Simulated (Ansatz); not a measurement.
Cost and result up the ladder for CuCl2 (3 atoms). The state is a doublet with charge 0. Geometry: r2SCAN-D4/def2-TZVP.

```tsv
atom	x (Å)	y (Å)	z (Å)
Cu1	0.000	0.000	0.000
Cl2	-0.596	1.599	1.152
Cl3	0.596	-1.599	-1.152
```

Ansatz on 4 threads of Arm Neoverse V1 on a shared host. Times are rough, and most runs start from the orbitals of an earlier one. ωB97X-V/def2-TZVP serves as the yardstick here, not as an exact answer. Differences are given only for rows in sets of like size (and for xTB, whose basis is part of the method), since another set adds its own error. Binding counts from free atoms at the same level (Cu doublet, Cl doublet; other spins of the atoms weren't run), without zero-point energy or a counterpoise term.

The 6-31G sets use Cartesian d functions. LC-ωPBE has ω = 0.4 bohr⁻¹. B3LYP takes the VWN-RPA correlation. Correlated methods freeze 19 core orbitals. HOMO above LUMO, or a gap near zero within one spin, warns that the state may not be the lowest or that an electron is smeared out. No other spin state of charge 0 was run.

Run but left out: PBE-D4/def2-SVP (an occupied level 0.03 eV above an empty one); HF/STO-3G (⟨S²⟩ 1.53, where a pure state has 0.75).

Correlated methods converge slowly with the basis.

```tsv
level	functions	wall time
HF/6-31G	55	0.65 s
MP2/def2-TZVP	119	2.9 s
B3LYP-D4/6-31G	55	5.5 s
revPBE-D4/def2-TZVP	119	8.1 s
B2PLYP/def2-TZVP	119	17 s
RPA@PBE/def2-TZVP	119	18 s
PBE-D4/def2-TZVP (with forces)	119	18 s
PBE0-D4/def2-TZVPD	140	19 s
CCSD(T)/def2-TZVPD	140	20 s
PBE0-D4/def2-TZVP	119	24 s
LC-ωPBE/def2-TZVP	119	24 s
r2SCAN-D4/def2-TZVPD	140	25 s
r2SCAN0-D4/def2-TZVP	119	39 s
ωB97X-V/def2-TZVP	119	67 s
```

**Question.** Estimate what each level gives for the binding energy per atom (eV).

**Answer.** 
```
                         level  binding energy per atom (eV)  difference from ωB97X-V/def2-TZVP (eV)                        remarks
                      HF/6-31G                          2.33                                       –                              –
                 MP2/def2-TZVP                          1.69                                   -0.33                              –
                B3LYP-D4/6-31G                          2.38                                       –                              –
           revPBE-D4/def2-TZVP                          2.10                                    0.08  gap within one spin near zero
              B2PLYP/def2-TZVP                          1.78                                   -0.24                              –
             RPA@PBE/def2-TZVP                          1.83                                   -0.19                              –
PBE-D4/def2-TZVP (with forces)                          2.22                                    0.19  gap within one spin near zero
            PBE0-D4/def2-TZVPD                          2.06                                    0.04                              –
            CCSD(T)/def2-TZVPD                          1.94                                   -0.09                              –
             PBE0-D4/def2-TZVP                          2.05                                    0.02                              –
             LC-ωPBE/def2-TZVP                          1.95                                   -0.07                              –
          r2SCAN-D4/def2-TZVPD                          2.26                                    0.24                              –
          r2SCAN0-D4/def2-TZVP                          2.07                                    0.05                              –
             ωB97X-V/def2-TZVP                          2.03                                    0.00                              –
```
